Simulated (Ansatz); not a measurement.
A structure relaxed at r2SCAN-D4/def2-SVP in Ansatz, charge 0, singlet:

```xyz
8

Li   -2.169    0.982    0.505
Li    1.350    1.849   -0.827
Li   -0.389   -1.412   -1.944
P     0.306   -0.360    0.574
S    -1.047   -0.169    2.079
S     0.541   -2.269   -0.083
S     2.058    0.613    0.915
S    -0.650    0.764   -1.219
```

(1) Give its formula and point group.

(2) Summarise the bond lengths by kind (pairs closer than 1.2 times the sum of covalent radii, bridged metal pairs left out).

Results:

(1) Li₃PS₄. Point group Cs (tolerance 0.1 Å).

(2) 6 × Li–S 2.25 to 2.31 Å; 4 × P–S 2.03 to 2.32 Å.

The structure comes from a short search, and lower isomers may exist.
